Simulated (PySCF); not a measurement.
# C6H8N2: full NMR table

```yaml
Formula: C6H8N2
SMILES: Cc1cnncc1C
InChI: InChI=1S/C6H8N2/c1-5-3-7-8-4-6(5)2/h3-4H,1-2H3
Point_group_of_the_computed_structure: C2v
Degrees_of_unsaturation: 4
Carbon_signals: 3
Proton_signals: 2
```

Structure with atom numbers: `[CH3:1][c:2]1[cH:3][n:4][n:5][cH:6][c:7]1[CH3:8]`. Hydrogens are named by the atom that carries them.

Calculated, not measured (PySCF): GFN2-xTB geometry, σ from GIAO-PBE0/pcSseg-1. One conformer, no relativistic terms, isolated molecule, fast rotation and ring inversion assumed for equivalent nuclei.

Scale: ¹H (σ = 31.72 ppm), ¹³C (σ = 186.93 ppm) vs TMS; NH3 for ¹⁵N (σ = 267.73 ppm) (reference shieldings calculated alike).

```tsv
carbon	δC, type	δH (multiplicity)	HMBC from (2–3 bonds)	span of the C tensor (ppm)
C1/C8	18.3, CH3	2.28 (s)	H(C3)/H(C6)	25
C2/C7	139.3, C	–	H(C3)/H(C6), H(C1)/H(C8)	242
C3/C6	155.7, CH	9.30 (s)	H(C1)/H(C8)	227
```

Other nuclei:
```json
{"atoms": "N4/N5", "nucleus": "¹⁵N", "environment": "pyridine-type ring nitrogen", "δ (ppm)": "459.4", "σ (ppm)": "-191.7"}
```

Carbon types of the structure: 2 × C, 2 × CH, 2 × CH3, which accounts for all hydrogens. δC 155.7: aromatic CH next to a ring nitrogen; the adjacent pyridine-type nitrogen withdraws density from it. δC 139.3: substituted aromatic carbon. δC 18.3: methyl carbon on an aromatic ring; aliphatic region, no heteroatom directly attached. δH 9.30: hydrogen on an aromatic CH next to a ring nitrogen; ring current plus the neighbouring ring nitrogen. δH 2.28: hydrogen on a methyl carbon on an aromatic ring; benzylic-type position, deshielded by the ring.

Shifts are as computed. Against solution values, carbons near 30 ppm lie about +3 ppm off and those near 130 ppm about +5 ppm. Of 1211 compounds with measured shifts, 218 miss one by over three times the rms of a fit or turn the order of signals round; such compounds aren't used in these exercises. Experimental scales use liquid or dissolved standards, which lie at an offset from isolated NH3 (liquid NH3: subtract about 20 ppm). Unscaled 15N shifts of sp2 nitrogen come out 20 to 40 ppm too high even then. Multiplicities follow the n + 1 count of equivalent neighbours, as no J values were calculated; m marks all less simple cases, F and P coupling included.
